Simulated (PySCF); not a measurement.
C₄H₁₄O₂Si₃, SMILES C[Si](C)(C)[SiH2][SiH2]C(=O)O, GFN2-xTB optimised geometry.

```
23

C      1.60     1.68     0.00
Si    -0.31     1.68     0.00
C     -0.92     0.83     1.60
C     -0.92     3.49     0.00
Si    -1.10     0.53    -1.89
Si     0.11    -1.37    -2.45
C      0.37    -2.32    -0.82
O      0.80    -1.82     0.20
O      0.01    -3.60    -0.87
H      2.01     2.11    -0.91
H      1.97     0.66     0.08
H      2.00     2.24     0.84
H     -0.61     1.37     2.49
H     -2.00     0.74     1.62
H     -0.50    -0.17     1.66
H     -0.58     4.02    -0.89
H     -0.56     4.04     0.87
H     -2.01     3.54     0.01
H     -2.52     0.13    -1.72
H     -1.14     1.37    -3.09
H     -0.41    -2.39    -3.37
H      1.48    -1.08    -2.91
H      0.15    -4.04    -0.01
```

Density from B3LYP/def2-SVP in PySCF 2.14.0 at that geometry.

Minimum of the electron density along straight lines between bonded atoms, close to the bond critical point (lines longer than 1.1 times the sum of covalent radii, or with two minima, are not listed):

| bond | length / Å | ρ at the minimum / e bohr⁻³ | ∇²ρ there / e bohr⁻⁵ | position (fraction from the first atom) |
|---|---|---|---|---|
| C1–Si2 | 1.908 | 0.110 | 0.30 | 0.62 |
| Si2–C3 | 1.908 | 0.110 | 0.30 | 0.38 |
| Si2–C4 | 1.915 | 0.108 | 0.30 | 0.38 |
| Si2–Si5 | 2.347 | 0.091 | -0.05 | 0.35 |
| Si6–C7 | 1.909 | 0.108 | 0.35 | 0.38 |
| C7–O8 | 1.211 | 0.411 | 0.26 | 0.33 |
| C7–O9 | 1.337 | 0.302 | -0.26 | 0.33 |
| C1–H10 | 1.087 | 0.272 | -0.97 | 0.62 |
| C1–H11 | 1.086 | 0.275 | -1.00 | 0.63 |
| C1–H12 | 1.086 | 0.272 | -0.97 | 0.62 |
| C3–H13 | 1.087 | 0.271 | -0.97 | 0.62 |
| C3–H14 | 1.087 | 0.272 | -0.97 | 0.62 |
| C3–H15 | 1.086 | 0.275 | -1.01 | 0.63 |
| C4–H16 | 1.086 | 0.273 | -0.98 | 0.62 |
| C4–H17 | 1.087 | 0.272 | -0.97 | 0.62 |
| C4–H18 | 1.086 | 0.273 | -0.98 | 0.62 |
| Si5–H19 | 1.477 | 0.112 | 0.33 | 0.49 |
| Si5–H20 | 1.476 | 0.112 | 0.32 | 0.49 |
| Si6–H21 | 1.466 | 0.117 | 0.33 | 0.49 |
| Si6–H22 | 1.469 | 0.115 | 0.32 | 0.49 |
| O9–H23 | 0.974 | 0.343 | -2.23 | 0.82 |
